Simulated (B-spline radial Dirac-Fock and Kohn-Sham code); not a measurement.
**B⁺ 1s: cross section and angular parameters**

System: boron as B⁺, configuration 1s2 2s2; threshold 208.4 eV (orbital energy of the model). Method: Dirac-Hartree-Slater photoionisation with a Latter tail; cross sections with all multipoles, angular parameters from the dipole term and its interference with E2. Computed with an atomic code on a B-spline grid.

Input of the calculation (task.json; shells as n, l, electrons):

```json
{"items": [{
  "Z": 5,
  "q": 1,
  "cfg": [[1, 0, 2], [2, 0, 2]],
  "A": 11,
  "rrms": 2.406,
  "do": "xps",
  "hv": [59.0, 60.8, 68.8, 71.8, 88.3, 89.2, 92.6, 276.0, 335.0, 422.0, 600, 891.0, 1000, 1150.0, 1253.6, 1486.9, 1670.0, 2520.0, 2730.0, 2950.0, 5414.7, 5700.0, 6000, 6470.0, 6950.0, 7450.0, 8720.0, 9251.7, 10200.0, 15000]
}]}
```

Command: `python xray2_run.py task.json out`

For linearly polarised light dσ/dΩ = σ/(4π) [1 + β P₂(cos θ) + (δ + γ cos²θ) sin θ cos φ], with θ from the polarisation vector and φ the angle between the beam and the projection of the electron momentum on the plane normal to the polarisation.

```
hν (eV)   σ (kb)      β      γ
    276      662  2.000  0.116
    335      416  2.000  0.182
    422      228  2.000  0.264
    600     88.7  2.000  0.395
    891     29.4  2.000  0.554
   1000     21.1  2.000  0.604
   1150        ?      ?      ?
 1253.6     10.9  2.000  0.707
 1486.9     6.62  2.000  0.790
   1670     4.69  2.000  0.851
   2520     1.35  2.000  1.090
   2730     1.06  2.000  1.142
   2950    0.835  2.000  1.195
 5414.7    0.124  2.000  1.679
   5700    0.106  2.000  1.726
   6000   0.0896  2.000  1.775
   6470   0.0704  2.000  1.849
   6950   0.0559  2.000  1.921
   7450   0.0447  2.000  1.993
   8720   0.0269  2.000  2.165
 9251.7   0.0222  2.000  2.233
  10200   0.0161  2.000  2.349
  15000  0.00455  2.000  2.865
```

Q: Give the values at 1150 eV.

A: σ = 14.1 kb, β = 2.000, γ = 0.667. For an s subshell δ is negligible.
